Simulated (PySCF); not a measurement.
ClSn (SMILES [Cl][Sn]), doublet, geometry from GFN2-xTB (such geometries of metal compounds can be far from the true shape) (all electrons, no relativity).

The PySCF input:
```python
from pyscf import gto, scf, dft

mol = gto.M(
    atom='''
Sn   -0.00000000   -0.00000000   -0.60000371
Cl    0.00000000    0.00000000    1.76471678
''',
    basis='sto-3g',
    spin=1,
    verbose=4,
)

mf = dft.UKS(mol)
mf.xc = 'camb3lyp'
mf.kernel()
mf.analyze()
```

Task: What is the computed dipole moment (CAMB3LYP/STO-3G run with PySCF)?

Result: 2.96 D

Task: Estimate the number of basis functions that CAMB3LYP/STO-3G returns for this input.

Result: 36

Task: Estimate the <S^2> that CAMB3LYP/STO-3G returns for this input.

Result: 0.751

These values belong to the state on which the SCF converged, which isn't shown to be the lowest.
